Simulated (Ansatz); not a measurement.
The cluster V2B2, relaxed as a singlet with RKS r2SCAN-D4/def2-SVP in Ansatz, starting from the GFN2-xTB geometry. Force threshold 0.02 eV/Å.

The restricted singlet is unstable towards broken spin symmetry at other levels; at r2SCAN-D4/def2-SVP this wasn't settled. At r2SCAN-D4/def2-SVP a triplet of charge 0 lies 0.17 eV below the restricted singlet, each at its own geometry. The structure comes from a short search, and lower isomers may exist.

Start:

```xyz
4

V     1.441    0.243    0.112
V    -0.306   -0.191    1.425
B     0.016    0.118   -1.208
B    -1.151   -0.170   -0.329
```

```json
{"step": "1", "energy (eV)": "-52709.4002", "largest force component (eV/Å)": "3.711", "SCF passes": "104"}
{"step": "2", "energy (eV)": "-52710.3349", "largest force component (eV/Å)": "2.770", "SCF passes": "48"}
{"step": "3", "energy (eV)": "-52710.5648", "largest force component (eV/Å)": "5.282", "SCF passes": "48"}
{"step": "4", "energy (eV)": "-52710.7533", "largest force component (eV/Å)": "1.441", "SCF passes": "51"}
{"step": "5", "energy (eV)": "-52710.8433", "largest force component (eV/Å)": "0.681", "SCF passes": "45"}
{"step": "6", "energy (eV)": "-52710.8539", "largest force component (eV/Å)": "0.478", "SCF passes": "46"}
{"step": "7", "energy (eV)": "-52710.8596", "largest force component (eV/Å)": "0.064", "SCF passes": "40"}
{"step": "8", "energy (eV)": "-52710.8849", "largest force component (eV/Å)": "0.310", "SCF passes": "47"}
{"step": "9", "energy (eV)": "-52710.9460", "largest force component (eV/Å)": "0.439", "SCF passes": "47"}
{"step": "10", "energy (eV)": "-52711.0154", "largest force component (eV/Å)": "0.559", "SCF passes": "53"}
{"step": "11", "energy (eV)": "-52711.1298", "largest force component (eV/Å)": "1.752", "SCF passes": "54"}
{"step": "12", "energy (eV)": "-52711.2972", "largest force component (eV/Å)": "1.983", "SCF passes": "56"}
{"step": "13", "energy (eV)": "-52711.5476", "largest force component (eV/Å)": "1.644", "SCF passes": "47"}
{"step": "14", "energy (eV)": "-52711.6088", "largest force component (eV/Å)": "0.775", "SCF passes": "48"}
{"step": "15", "energy (eV)": "-52711.6436", "largest force component (eV/Å)": "0.085", "SCF passes": "41"}
{"step": "16", "energy (eV)": "-52711.6443", "largest force component (eV/Å)": "0.062", "SCF passes": "40"}
{"step": "17", "energy (eV)": "-52711.6444", "largest force component (eV/Å)": "0.011", "SCF passes": "41"}
```

Force components are those of the run's own axes.

End:

```xyz
4

V     0.9379    0.7516    0.3771
V     0.1008   -0.7028    1.0404
B    -0.0112   -0.4797   -1.0653
B    -1.0274    0.4309   -0.3522
```

By distances, no bond broke or formed. The bond that changes most is V2–B3, from 2.67 to 2.12 Å (atoms count from 1).

No frequencies were taken in this run, so the end may be a saddle point.

Hardware: 4 threads of AMD EPYC 9R45 on a shared host. Wall time 18 s.
